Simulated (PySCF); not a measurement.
CH6O2Si2.

```xyz
11

O     -3.1676     0.0464     0.5515
C     -1.9914    -0.0839     0.8068
Si    -0.6788     0.1759    -0.5792
O      0.8231    -0.0705     0.0735
Si     2.4798    -0.1250    -0.0428
H     -1.6585    -0.3563     1.8503
H     -0.9569    -0.7988    -1.6707
H     -0.8188     1.5659    -1.0964
H      3.0301    -0.4906     1.2894
H      2.8882    -1.1450    -1.0509
H      3.0071     1.2077    -0.4544
```
Charge 0, spin multiplicity 1.

Geometry optimised at B3LYP-D3(BJ)/def2-SVP. The values are those of a single conformer.

Calculation: PBE0/pcSseg-1 in PySCF. Non-relativistic, no solvent.

Computed absolute GIAO shielding of each atom: isotropic value and principal components (ppm):
```csv
atom,σ(iso),σ11,σ22,σ33,span
O1,-626.9,-1729.3,-569.7,418.3,2147.5
C2,-64.7,-184.1,-92.9,83.0,267.1
Si3,404.8,342.8,382.0,489.8,146.9
O4,331.6,275.9,349.4,369.5,93.6
Si5,386.6,343.2,350.5,466.2,123.1
H6,19.1,13.2,20.6,23.6,10.5
H7,26.6,23.1,25.7,31.1,8.1
H8,26.6,23.1,25.7,31.1,8.0
H9,26.1,23.1,24.5,30.8,7.7
H10,26.1,23.1,24.6,30.7,7.5
H11,26.1,23.1,24.6,30.7,7.5
```
